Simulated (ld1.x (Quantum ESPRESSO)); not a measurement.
**N: one change to a PAW potential, before and after**

```
Element                 : N
Generator               : ld1.x (Quantum ESPRESSO) 7.5
Type                    : PAW
Functional              : PBE
Relativity              : scalar-relativistic
Frozen core             : [He]
Valence charge          : 5
Reference configuration : 2s2 2p3
Partial waves           : 2s (bound): rcut 0.85, rcutus 1.15 bohr; 2s channel at -0.95 Ry: rcut 0.85, rcutus 1.15 bohr; 2p (bound): rcut 1.15, rcutus 1.35 bohr; 2p channel at 3.1 Ry: rcut 1.15, rcutus 1.35 bohr; 3d channel at -0.1 Ry: rcut 1.00, rcutus 1.25 bohr; 3d channel at 1.55 Ry: rcut 1.00, rcutus 1.25 bohr
Local potential         : all-electron potential smoothed inside 1.15 bohr (lloc = -1)
Core correction         : Bessel-smoothed model core, default radius (core density twice the valence density)
Augmentation charge     : BESSEL, radius 0.95 bohr
```

All-electron outer shells of the reference configuration (PBE, scalar-relativistic, ld1.x):

```json
{"shell": "1s", "level (eV)": "-384.72", "outermost node (bohr)": "–", "outermost maximum (bohr)": "0.15"}
{"shell": "2s", "level (eV)": "-18.58", "outermost node (bohr)": "0.32", "outermost maximum (bohr)": "1.02"}
{"shell": "2p", "level (eV)": "-7.09", "outermost node (bohr)": "–", "outermost maximum (bohr)": "0.98"}
```

Change: all radii but the core radius scaled by about 1.05 (s 1.20, p 1.42, d 1.30 bohr, rcut 0.88/1.20/1.04); local potential all-electron potential smoothed inside 1.20 bohr (lloc = -1); augmentation BESSEL, radius 1.00 bohr.

Cutoffs: the cutoffs (Ry, on a coarse ladder) from which the occupation-weighted sum of valence levels, in a spherical-Bessel basis at the reference potential, stays within 10 and 1 mRy of its value at 400 Ry; they do not see the model core or the augmentation charge, which bear on the density cutoff. Errors are all-electron minus pseudo energies relative to the spin-unpolarised reference configuration.

Q: Predict the effect on cutoff, ghosts and configuration errors.

A: The potential gets softer (35 Ry and 45 Ry → 30 Ry and 40 Ry); of the 7 tests that both files solve, the error grows in 2 and shrinks in 1 by more than 15 % and 0.3 meV (median size 0.6 → 0.5 meV); neither file shows a bound ghost. A larger radius leaves more room for a smooth pseudo-wave, so fewer plane waves are needed.

```csv
quantity,base,changed
"cutoff, loose",35 Ry,30 Ry
"cutoff, tight",45 Ry,40 Ry
loose cutoff by channel (10 mRy a level),"s 12 Ry, p 30 Ry","s 12 Ry, p 25 Ry"
bound ghosts,none,none
"error for 2s2 2p2, meV [ΔE 13.59 eV]",-0.3,-0.2
"error for 2s2 2p1, meV [ΔE 42.45 eV]",+0.4,+1.0
"error for 2s2 2p0, meV [ΔE 89.53 eV]",+7.9,+14
"error for 2s1 2p0, meV [ΔE 167.35 eV]",-8.1,-0.3
"error for 2s2 2p2.5, meV [ΔE 5.09 eV]",-0.2,-0.1
"error for 2s0 2p5, meV [ΔE 23.04 eV]",-1.8,-1.7
"error for 2s1 2p4, meV [ΔE 11.51 eV]",-0.6,-0.5
lowest overlap eigenvalue by channel,"s 0.55, p 0.91, d 0.90","s 0.56, p 0.68, d 0.94"
```
